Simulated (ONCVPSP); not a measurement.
**B (Z = 5), ONCV: configuration errors across variants**

ONCVPSP 4.0.1 input, shortened (lines: element, Z, core and valence counts, functional; n l f; lmax; l rc ep ncon nbas qcut; lloc lpopt rc5 dvloc0; l nproj debl; icmod fcfact rcfact), PBE, scalar-relativistic:

```
  B 5.00    1    1        4      upf
    1    0    2.00
    2    0    2.00
    2
    0    1.60    0.00    3    6    4.20
    1    1.20    0.39    4    8    7.70
    2    1.75    0.18    3    6    6.00
    4    1    0.95    6.00
    0    1    1.90
    1    3    2.90
    2    2    1.80
    3    2.25    1.75
```

In the p channel the program set the typed energies aside and used 0.050, 2.950, 5.850 Ha.

All-electron excitation energies from the reference (eV): (1) 2s2 2p1 -8.219; (2) 2s1 25.422; (3) 2s2 2p0.5 -5.332; (4) 2s0 2p3 3.501.

2 further variants failed, have other tests or another functional or relativity, and are left out.

Errors AE − PS in meV (a dash: test not solved or not reliable):

| change | (1) | (2) | (3) | (4) | bound ghosts | GHOST(+) flags above zero |
| --- | --- | --- | --- | --- | --- | --- |
| base | +15 | +2.5 | +5.9 | +64 | none | none |
| d: nproj 1 | +15 | +2.5 | +5.9 | +64 | none | none |
| p: qcut 7 | +16 | +2.5 | +6.2 | +69 | none | none |
| s: rc 1.4 | +13 | +8.8 | +5.0 | +64 | none | none |
| core correction Teter function, fcfact 5.25, rcfact 1.55 | +15 | +14 | +5.7 | +54 | none | none |
| local potential polynomial inside 1.10 bohr (lpopt 5, dvloc0 1 Ha) | +16 | +4.1 | +6.2 | +64 | none | none |
| all radii but the core radius scaled by about 1.08 (s 1.72, p 1.30, d 1.88 bohr); local potential polynomial inside 1.02 bohr (lpopt 1, dvloc0 6 Ha) | +18 | -3.5 | +7.0 | +69 | none | none |

(1) Give the same row for: s: qcut 3.9.

Answers

(1) +16, 0.0, +6.4, +69; bound ghosts: none; GHOST(+) flags above zero: none.
